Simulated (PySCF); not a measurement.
C2H3AlCl2: core ionisation energies

Compound: AlCl2(vinyl), C₂H₃AlCl₂.
Geometry (PBE0-D3(BJ)/def2-SVP, Å), atoms numbered from 1 in this order:
```
atom  x, y, z in Å
Al1    0.9786    0.9818   -0.2882
Cl2    2.9798    1.2120   -0.8643
Cl3   -0.1425    2.7173    0.0663
C4     0.1432   -0.7358   -0.0710
C5    -1.1342   -0.8363    0.3303
H6     0.6928   -1.6661   -0.2660
H7    -1.7481    0.0468    0.5456
H8    -1.6314   -1.8054    0.4636
```

Level of theory: delta-SCF UKS SCAN, pcX-2 on the ionised atom, pcseg-1 elsewhere, spin-free X2C in PySCF 2.14.0. Binding energies are ΔSCF values: E(core-ionised, relaxed orbitals) − E(ground state) at a fixed geometry, referred to the vacuum level.

**Question.** List the computed XPS lines with their assignment.

**Answer.** 
```json
{"atom(s)": "Cl2/Cl3", "environment": "chlorine bonded to Al", "level": "Cl 1s", "binding energy (eV)": "2828.52", "2p1/2 (eV)": "–", "above the level's lowest (eV)": "0.00", "count": "2"}
{"atom(s)": "Al1", "environment": "aluminium bonded to C and 2 Cl", "level": "Al 1s", "binding energy (eV)": "1568.33", "2p1/2 (eV)": "–", "above the level's lowest (eV)": "0.00", "count": "1"}
{"atom(s)": "C5", "environment": "carbon bonded to C and 2 H", "level": "C 1s", "binding energy (eV)": "291.13", "2p1/2 (eV)": "–", "above the level's lowest (eV)": "+0.70", "count": "1"}
{"atom(s)": "C4", "environment": "carbon bonded to Al, C and H", "level": "C 1s", "binding energy (eV)": "290.43", "2p1/2 (eV)": "–", "above the level's lowest (eV)": "0.00", "count": "1"}
{"atom(s)": "Cl2/Cl3", "environment": "chlorine bonded to Al", "level": "Cl 2p3/2", "binding energy (eV)": "205.94", "2p1/2 (eV)": "207.60", "above the level's lowest (eV)": "0.00", "count": "2"}
```

Lowest listed C 1s: C4, bonded to C, H and Al. Highest, 0.70 eV above it: C5, bonded to C and 2 H.

**Question.** Express the binding energy of C 1s of C5 in atomic units and per mole.

**Answer.** 291.13 eV = 10.6988 Eh = 28090 kJ/mol.

**Question.** Which effective nuclear charge Zeff reproduces each element's mean 1s value in the hydrogen-like formula E = 13.606 eV × Zeff²?

**Answer.** C (Z = 6): mean 290.8 eV, Zeff = 4.62, Z − Zeff = 1.38; Al (Z = 13): mean 1568.3 eV, Zeff = 10.74, Z − Zeff = 2.26; Cl (Z = 17): mean 2828.5 eV, Zeff = 14.42, Z − Zeff = 2.58. Means run over the listed sites, weighted by atom count.

Topologically equivalent atoms share the value of their first member; where this conformer doesn't relate them by symmetry, their own values could differ. Spin–orbit and ligand-field terms were added within each 2p shell after the spin-free SCF. 2p1/2 minus 2p3/2 (ligand field included): Cl 1.65 eV. One conformer (not necessarily the lowest) at the PBE0-D3(BJ)/def2-SVP geometry, without solvent, vibrations or thermal averaging.
